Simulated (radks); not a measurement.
The manganese anion Mn- inside a hard spherical wall (all orbitals vanish at R), configuration held at [Ar] 3d6 4s2 and not refilled when levels cross. Method: non-relativistic Kohn-Sham, PBE, spin-unpolarised, spherical densities, point nucleus; computed with a radial shooting solver on a logarithmic mesh with Libxc functionals. Eigenvalues in eV, with the zero of energy where the potential of the charges vanishes at infinity; a dash marks a level that is unbound or too diffuse for the functional's potential to be trusted. A positive occupied level is held by the wall or, in an anion where self-interaction has pushed it up, behind a barrier. The pressure on the wall is -dE/dV.

| R (bohr) | E (hartree) | kinetic (hartree) | e(3s) | e(3p) | e(4s) | e(3d) | e(4p, empty) | e(5s, empty) | pressure (GPa) |
|---|---|---|---|---|---|---|---|---|---|
| 15 | -1150.62725 | 1149.670 | -74.483 | -44.689 | 0.856 | 1.921 | 2.714 | 3.049 | 0.00324 |
| 12 | -1150.62512 | 1149.680 | -74.266 | -44.472 | 1.023 | 2.133 | 3.228 | 4.294 | 0.0228 |
| 10 | -1150.61981 | 1149.702 | -73.918 | -44.123 | 1.305 | 2.472 | 3.825 | 5.981 | 0.108 |
| 6 | -1150.51374 | 1150.077 | -70.845 | -41.056 | 4.100 | 5.380 | 8.110 | 18.826 | 5.83 |
| 4 | -1149.94123 | 1151.810 | -63.147 | -33.477 | 13.227 | 12.571 | 19.994 | 53.352 | 105 |
| 3 | -1148.42170 | 1156.152 | -52.008 | -22.622 | 32.282 | 23.675 | 42.793 | 114.46 | 760 |
| 2.5 | -1146.09518 | 1162.892 | -40.933 | -11.665 | 57.909 | 35.795 | 71.601 | 186.02 | 2680 |
